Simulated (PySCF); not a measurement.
# Ag⁺: excitation energy

Ag⁺ [Kr] 4d10 (1S) → Ag⁺ [Kr] 4d9 5s1 (3D), as a difference of total energies. Calculation: PySCF 2.14, in ANO-RCC-VTZP; scalar relativity by spin-free X2C-1e. Correlated levels: valence and next inner shell: [Ar] 3d10 frozen. The calculations carry no spin-orbit coupling.

```
                                method  excitation energy (eV)
                                   UHF                   4.481
    MP2 (valence and next inner shell)                   5.315
SCS-MP2 (valence and next inner shell)                   5.267
   CCSD (valence and next inner shell)                   4.994
CCSD(T) (valence and next inner shell)                   5.025
```

Errors of the correlated levels include the incompleteness of this basis and the frozen core.

The basis was made for the ground configuration and has no added diffuse functions, so the excitation energy can come out too high.

Question: Which method comes closest to the reference value, and which is furthest?

Answer: The reference is 5.035 eV (measured; NIST levels, between the centres of gravity of the two terms). Closest: CCSD(T) (valence and next inner shell) (error -0.010 eV); furthest: UHF (error -0.554 eV).
